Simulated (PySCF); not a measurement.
## Sn⁺: ionisation energy

Sn⁺ [Kr] 4d10 5s2 5p1 (2P) → Sn²⁺ [Kr] 4d10 5s2 (1S), as a difference of total energies. All numbers are calculated (PySCF 2.14, the spin-free X2C one-electron Hamiltonian (Gaussian nucleus), in x2c-SVPall (6s5p3d, 36 functions)). Correlated levels: valence: [Kr] 4d10 frozen. The calculations carry no spin-orbit coupling.

| method | ionisation energy (eV) |
| --- | --- |
| UHF | 13.747 |
| M06-2X | 14.197 |
| MN15 | 14.442 |
| MP2 (valence) | 13.863 |
| SCS-MP2 (valence) | 13.844 |
| CCSD (valence) | 13.920 |
| CCSD(T) (valence) | 13.929 |

Task: How much does correlation contribute at CCSD(T) (valence)?

Result: 13.929 − (13.747) = 0.182 eV, measured against UHF.

Errors of the correlated levels include the incompleteness of this basis and the frozen core.

For comparison: 14.282 eV (measured; NIST levels, between the centres of gravity of the two terms).
